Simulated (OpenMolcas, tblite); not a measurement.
CuF (fluorocopper): methods side by side

CuF: 2 atoms, total charge 0, spin state singlet. SMILES: `[F][Cu]`. The coordinates come from a PBE0-D4/def2-TZVP relaxation.

```xyz
2

F     0.7510   -0.2689    0.3771
Cu   -0.7510    0.2689   -0.3771
```

Quantity: the vertical ionisation energy (to the doublet cation), in eV. The values are calculated.

```json
{"level": "GFN1-xTB", "kind": "semi-empirical", "program": "tblite", "value (eV)": "14.74", "CPU time (all runs)": "under 2 s"}
{"level": "HF/def2-TZVPP", "kind": "Hartree–Fock", "program": "OpenMolcas", "value (eV)": "8.17", "CPU time (all runs)": "24 s"}
{"level": "SVWN5/def2-TZVPP", "kind": "LDA", "program": "OpenMolcas", "value (eV)": "11.02", "CPU time (all runs)": "44 s"}
{"level": "revPBE/def2-TZVPP", "kind": "GGA", "program": "OpenMolcas", "value (eV)": "10.45", "CPU time (all runs)": "58 s"}
{"level": "TPSS/def2-TZVPP", "kind": "meta-GGA", "program": "OpenMolcas", "value (eV)": "10.33", "CPU time (all runs)": "68 s"}
{"level": "B3LYP/def2-TZVPP", "kind": "global hybrid", "program": "OpenMolcas", "value (eV)": "10.61", "CPU time (all runs)": "44 s"}
```

The values span 8.17 to 14.74 eV. The xTB values lack the empirical shift that such differences need. CPU times are rough (shared hosts, several kinds of processor): they show what a rung costs within a factor of a few.
